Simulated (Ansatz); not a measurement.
A single point on AsGaH5N (`[NH2][GaH][AsH2]`).

```yaml
crystal:
  periodic: [false, false, false]
  atoms:
    - {symbol: N, position_ang: [-1.219496, 0.782652, -0.786440]}
    - {symbol: Ga, position_ang: [0.315121, 0.675282, 0.176346]}
    - {symbol: As, position_ang: [1.545684, -1.401643, 0.081827]}
    - {symbol: H, position_ang: [-1.628641, 0.012588, -1.287254]}
    - {symbol: H, position_ang: [-1.785695, 1.612309, -0.843316]}
    - {symbol: H, position_ang: [0.790777, 1.966069, 0.921505]}
    - {symbol: H, position_ang: [1.713702, -1.418770, 1.594849]}
    - {symbol: H, position_ang: [0.268547, -2.228477, 0.142483]}
basis:
  gaussian: {orbitals: def2-TZVPP}
hamiltonian: {xc: pbe}
correlation: {method: rpa}
```

```sh
$ ansatz run in.yaml --threads 4 --pin off --events-out ev --progress --plain --max-ram 10444MiB
```

Output, abridged:

```
Functional definition: PBE
1208 factors; integrals over basis functions are off by at most 1.6e-3 eV
mean field evaluation 1: about -114761.2253 eV, gradient 8.4e1 eV
mean field evaluation 2: about -114761.2183 eV, gradient 8.4e1 eV
mean field evaluation 4: about -114770.1786 eV, gradient 3.2e1 eV
mean field evaluation 8: about -114773.3052 eV, gradient 5.9e-1 eV
mean field evaluation 16: about -114773.3051 eV, gradient 2.0e-4 eV
mean field -114773.30509726 eV, -4217.8411661840 hartree, gradient 3.3e-6 eV, S^2 0.000000; 1 other end points of the search recorded, 0 dependent functions left out
19 core orbitals not correlated: weight in the atoms' cores, before any rotation towards them, 1.000 or more for the frozen orbitals, at most 0.000 for the correlated occupied ones
reference -114690.53306993 eV, -4214.7993502846 hartree; 19, 19 occupied and 159, 159 virtual orbitals, 1208 factors
Total energy: -114721.73350298 eV, -4215.9459450507 hartree
```

Run time 2.1 s (4 threads of an Intel Xeon 6975P-C on a shared host); peak host memory 0.43 GiB.
